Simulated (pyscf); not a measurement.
# H₃Si–TeH (SMILES [SiH3][TeH]), singlet

Gas-phase minimum from PySCF at ωB97X-D3(BJ)/def2-SVP, one conformer. 

SMILES: [SiH3][TeH]
```xyz
6

Si    -0.3834     0.2208    -0.2339
Te     1.9692     0.9888    -0.0909
H     -1.0443     0.2479     1.1000
H     -1.0531     1.1852    -1.1497
H     -0.4712    -1.1549    -0.7967
H      2.3658    -0.2445     0.9439
```
Charge 0, spin multiplicity 1.

Bonds (Å): Si1–Te2 2.479, Si1–H3 1.489, Si1–H4 1.489, Si1–H5 1.489, Te2–H6 1.658. Angles (°): Te2–Si1–H3 111.3, Te2–Si1–H4 105.2, Te2–Si1–H5 111.4, H3–Si1–H4 109.8, H3–Si1–H5 109.2, H4–Si1–H5 109.8, Si1–Te2–H6 91.9.

Properties at ωB97X-D3(BJ)/def2-SVP:

- Harmonic wavenumbers, unscaled: 153, 365, 458, 576, 687, 913, 944, 969, 2194, 2258, 2266, 2273 cm⁻¹
- Zero-point energy: 20.1 kcal/mol
- Rotational symmetry number: 1
- Entropy of this conformer at 298 K and 1 atm, rigid rotor and harmonic oscillator, modes under 100 cm⁻¹ raised to 100: 295.8 J/(mol K)
- Dipole moment: 0.66 D

Single-point totals, which compare only within one level (frozen core for MP2 and CC):

| level | total energy (hartree) |
|---|---|
| ωB97X-D3(BJ)/def2-TZVP | -560.05706 |
| PBE/def2-TZVP | -559.76777 |
| r²SCAN/def2-TZVP | -560.01005 |
| B3LYP-D3(BJ)/def2-TZVP | -560.06052 |
| PBE0-D3(BJ)/def2-TZVP | -559.82410 |
| M06-2X/def2-TZVP | -559.81996 |
| ωB97M-D3(BJ)/def2-TZVP | -560.03873 |
| HF/def2-TZVPP | -558.28409 |
| MP2/def2-TZVPP | -558.88449 |
| CCSD/def2-TZVPP | -558.88946 |
| CCSD(T)/def2-TZVPP | -558.90495 |

Soft torsions are taken as harmonic, which can shift the entropy by several J/(mol K). The CCSD(T) − MP2 part came from Ansatz, without density fitting, on the same reference. The frozen core leaves the outer d or s,p core shells of the metals and heavy elements correlated in the MP2 and CC values, and def2-TZVPP describes them poorly, so these totals are far from the basis limit. Elements past Kr carry the def2 core potentials, without spin-orbit coupling.
